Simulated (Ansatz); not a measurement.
Spectroscopic constants of SeF, multiplicity 4 (not the ground state: that is measured with 2S+1 = 2). No spin–orbit coupling. Se is treated without relativity.

The constants come from a fifth-degree fit in 1/R (seven points, main isotopes). Runs in def2 and cc sets follow the lowest solution found near the PBE0 minimum.

Correlated levels freeze the inner cores; with def2 sets outer-core shells near the valence are correlated too.

Codes used: Ansatz (a program for electronic structure). Values without a source in brackets are computed.

Energies at CCSD(T)/def2-TZVPP:

```csv
R (Å),E (hartree)
1.857995,-2499.73550478
1.907941,-2499.73830399
1.953891,-2499.73959811
2.005835,-2499.73982767
2.057779,-2499.73896944
2.117714,-2499.73687775
2.187639,-2499.73328050
```

### Question
With a reduced mass of 15.3494 u, find the minimum, the force constant and the constants.

### Answer
A fifth-degree polynomial in 1/R puts the minimum at r_e = 1.9896 Å with force constant 186 N/m. Then ω_e = (1/2πc)√(k/μ) = 454 cm⁻¹ and B_e = h/(8π²cμr_e²) = 0.2774 cm⁻¹; the cubic and quartic terms give α_e = 0.0014 and ω_e x_e = 1.4 cm⁻¹.
